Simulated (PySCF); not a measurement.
**Zn (zinc, neutral) across methods**

[Ar] 3d10 4s1 5s1, 5s spin antiparallel (an excited configuration). Computed with PySCF 2.14 in aug-cc-pVQZ-DK, with the spin-free X2C one-electron Hamiltonian (Gaussian nucleus). The B2PLYP total includes its PT2 part (frozen core); its orbital energies are those of the SCF part.

```tsv
method	E (hartree)	mean ε 3d β (eV)	mean ε 4s α (eV)	mean ε 5s β (eV)	Σ⟨r²⟩ (bohr²)	⟨S²⟩
PBE0	-1795.673	-12.898	-6.700	-6.700	33.05	0.000
r2SCAN	-1795.895	-10.463	-6.216	-6.216	32.74	0.000
PBE	-1795.685	-10.141	-5.977	-5.977	33.03	0.000
UHF	-1794.26868	-20.718	-8.123	-8.123	34.40	0.000
B2PLYP	-1795.652	-15.755	-7.306	-7.306	33.47	0.000
MN15	-1797.160	-14.431	-7.538	-7.538	33.50	0.000
LDA	-1792.940	-10.433	-6.215	-6.215	32.70	0.000
BHandHLYP	-1795.870	-15.650	-7.403	-7.403	33.26	0.000
```

The outer electron is Rydberg-like, and this basis confines it to a smaller radius and binds it less than a complete one would. With the s spin flipped the determinant is a mixture of two multiplicities, not a spectroscopic state.
